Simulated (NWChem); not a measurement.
Species: CH$_{5}$ClOSi; SMILES CO[SiH2]Cl

```xyz
9

Si     0.8836    -0.0704     0.1041
Cl    -0.4767    -1.6252    -0.0538
O      0.2036     1.3418    -0.4035
C     -0.9194     1.9632     0.1660
H      2.0295    -0.3367    -0.7947
H      1.2789     0.0032     1.5389
H     -0.7550     2.2147     1.2295
H     -1.1166     2.8969    -0.3807
H     -1.8156     1.3229     0.0953
```
Atoms are numbered in this order, from 1.

Program: NWChem. The geometry was optimised at PBE0/def2-SVP. Level MN15/def2-SVP: energy and gradient on several grids; changes count from the extra-fine grid, which is no exact limit either.

**Question.** Which is the coarsest grid (fine; xfine; xcoarse; coarse; medium) from which on the energy stays within 100 μHa and each gradient component within 200 μHa/bohr of xfine?

**Answer.** medium.
| grid | size of the energy change (μHa) | largest change of a gradient component (μHa/bohr) | time, medium = 1 (rough) |
|---|---|---|---|
| xcoarse | 20000 | 1000 | about 1 |
| coarse | 200 | 400 | about 1 |
| medium | < 10 | 50 | about 1 |
| fine | < 10 | < 30 | about 1 |
| xfine | < 10 | < 30 | 2 |
